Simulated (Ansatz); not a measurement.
Which isomer of C2H10Si3 gives these data?

These gas-phase data were calculated for one isomer of C2H10Si3 at BLYP-D3(BJ)/def2-SVP (harmonic, unscaled wavenumbers; equilibrium rotational constants with average atomic masses):

```
rotational constants            : 3.029, 1.894, 1.31 GHz
all wavenumbers above 1500 cm⁻¹ : 3053, 3043, 3039, 2971, 2958, 2144, 2141, 2134, 2126, 2123
```

Candidates:

(1) `C1[SiH2]C[SiH2][SiH2]1`, a singlet
(2) `C1C[SiH2][SiH2][SiH2]1`, a singlet
(3) `C[SiH]1[SiH2]C[SiH2]1`, a singlet

Task: Which candidate do the data belong to?

Result: Candidate (3). 5 modes lie between 2000 and 2380 cm⁻¹, one for each Si–H bond, while (1) has 6, (2) has 6.

The same quantities for all candidates:

|  | rotational constants (GHz) | wavenumbers above 1500 cm⁻¹ | E above the lowest, BLYP-D3(BJ)/def2-SVP (kcal/mol) |
| --- | --- | --- | --- |
| (1) | 2.77, 2.334, 1.388 | 3031, 3031, 2967, 2966, 2158, 2151, 2149, 2147, 2143, 2140 | 0.0 |
| (2) | 2.761, 2.266, 1.354 | 2996, 2989, 2947, 2946, 2163, 2156, 2152, 2148, 2139, 2138 | 9.7 |
| (3) | 3.029, 1.894, 1.31 | 3053, 3043, 3039, 2971, 2958, 2144, 2141, 2134, 2126, 2123 | 11.4 |

Each candidate is one conformer. Programs: Ansatz 0.2.0.
